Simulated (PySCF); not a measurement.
SMILES [NH2][Ge]([CH]=C)([NH2])[O]C (C3H10GeN2O) (GFN2-xTB optimised geometry):

```
17

C     -2.740    -1.563    -2.062
C     -1.652    -1.960    -1.428
Ge    -0.779    -0.910     0.000
N     -1.499     0.777     0.000
N      1.054    -0.910     0.000
O     -1.091    -1.560     1.627
C     -2.358    -1.573     2.241
H     -3.217    -2.163    -2.823
H     -3.197    -0.612    -1.841
H     -1.213    -2.922    -1.660
H     -1.376     1.285    -0.864
H     -1.139     1.358     0.747
H      1.431    -1.318     0.845
H      1.499    -1.358    -0.789
H     -2.971    -2.393     1.858
H     -2.893    -0.634     2.084
H     -2.196    -1.719     3.310
```

Level of theory: B3LYP/def2-SVP in PySCF 2.14.0.

Problem. What are the frontier orbital energies and the dipole moment?

Solution. HOMO-2 -7.15 eV, HOMO-1 -6.94 eV, HOMO -6.56 eV, LUMO -0.45 eV, LUMO+1 1.04 eV; dipole moment 1.31 D.

On the same geometry PBE/def2-SVP run with PySCF gives HOMO-2 -5.89 eV, HOMO-1 -5.62 eV, HOMO -5.32 eV, LUMO -1.25 eV, LUMO+1 0.43 eV; dipole moment 1.21 D.

Meta-Löwdin charges at B3LYP/def2-SVP: C1 -0.18, C2 -0.31, Ge3 1.08, N4 -0.67, N5 -0.66, O6 -0.60, C7 -0.06, H8 0.10, H9 0.10, H10 0.10, H11 0.21, H12 0.21, H13 0.21, H14 0.20, H15 0.08, H16 0.08, H17 0.10.
